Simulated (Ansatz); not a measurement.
`CC(C)C(=O)C(C)(C)C`, charge 0, multiplicity 1.

(1) Give a relaxed structure at PBE0-D4/def2-TZVP (Ansatz). (Best estimate.)

Results:

(1) Computed: 
Z-matrix (Å, degrees):
```
C
C 1 1.532
H 1 1.092 2 110.0
H 1 1.092 2 112.6 3 120.3
H 1 1.093 2 110.1 3 -119.1
C 2 1.519 1 108.4 3 -179.7
C 2 1.518 1 111.0 3 58.0
H 2 1.094 1 108.1 3 -62.0
O 6 1.208 2 120.2 1 -95.3
C 6 1.539 2 120.7 1 82.2
H 7 1.093 2 110.2 1 -58.6
H 7 1.092 2 111.4 1 -178.9
H 7 1.091 2 110.6 1 61.6
C 10 1.524 6 114.3 2 11.3
C 10 1.532 6 106.8 2 -110.4
C 10 1.529 6 107.3 2 132.8
H 14 1.093 10 111.8 6 62.1
H 14 1.092 10 112.6 6 -60.1
H 14 1.093 10 109.3 6 -179.3
H 15 1.093 10 109.8 6 -174.9
H 15 1.093 10 111.7 6 65.4
H 15 1.091 10 110.4 6 -55.2
H 16 1.093 10 111.2 6 -65.3
H 16 1.090 10 110.6 6 55.0
H 16 1.093 10 109.9 6 175.2
```
This is one stationary point; other conformers may exist.
